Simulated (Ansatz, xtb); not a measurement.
**Ranking isomers of GeH2N2**

5 gas-phase structures of GeH2N2, found in a search over its isomers (lower ones may exist). Each was relaxed with GFN2-xTB:

A. `[N]1=[Ge-][NH2+]1`, a singlet
B. `[NH]=[Ge]=[NH]`, a singlet
C. `N[N+]#[Ge-]`, a singlet
D. a singlet given by its coordinates
E. a singlet given by its coordinates

D (Å):

```xyz
5

Ge   -2.4613    2.2020   -0.8644
N    -3.1285    0.1720    1.1590
N    -2.8539    0.8432    0.3145
H    -3.3932    1.3044   -1.7888
H    -1.2495    1.2196   -1.1827
```

Close contacts (Å): Ge1–N3 1.84, N2–N3 1.11, Ge1–H4 1.59, Ge1–H5 1.59.

E (Å):

```xyz
5

Ge   -1.3780    0.3283   -0.7290
N    -2.8383    1.3458   -1.1760
N    -2.6729    1.1374    0.2891
H    -3.6961    0.8808   -1.4622
H    -2.4761    2.0400    0.7138
```

Close contacts (Å): Ge1–N2 1.84, Ge1–N3 1.84, N2–N3 1.49, N2–H4 1.02, N3–H5 1.02.

Q: Estimate their order in r2SCAN-D4/def2-SVP energy at these geometries, lowest first.

A: Calculated order at r2SCAN-D4/def2-SVP: D (0.0), C (8.8), E (21.7), A (23.2), B (32.2) kcal/mol.

Energies above the lowest of each column, in kcal/mol; the last columns are at PBE0-D4/def2-TZVP geometries and were run for some of them only (a dash: not run or not comparable):

```csv
structure,GFN2-xTB,HF/STO-3G,r2SCAN-D4/def2-SVP,PBE0-D4/def2-TZVP,CCSD(T)/def2-TZVPP
D,21.2,0.0,0.0,0.0,0.0
C,0.0,3.4,8.8,15.0,21.3
E,1.1,0.3,21.7,22.8,29.7
A,16.0,13.5,23.2,–,–
B,19.5,52.4,32.2,–,–
```

CCSD(T)/def2-TZVPP puts D lowest of those it was run on; GFN2-xTB picks C. Some further structures that were screened fall inside this span and aren't listed. Frequencies (PBE0-D4/def2-TZVP) were run for C, D, E alone.

Over these structures GFN2-xTB departs from r2SCAN-D4/def2-SVP by 10.7 kcal/mol on average once a common shift is removed. A GFN2-xTB relaxation took about 0.083 s and the r2SCAN-D4/def2-SVP energy about 0.96 s on a shared host (Ansatz 0.2.0, xtb 6.7.1).
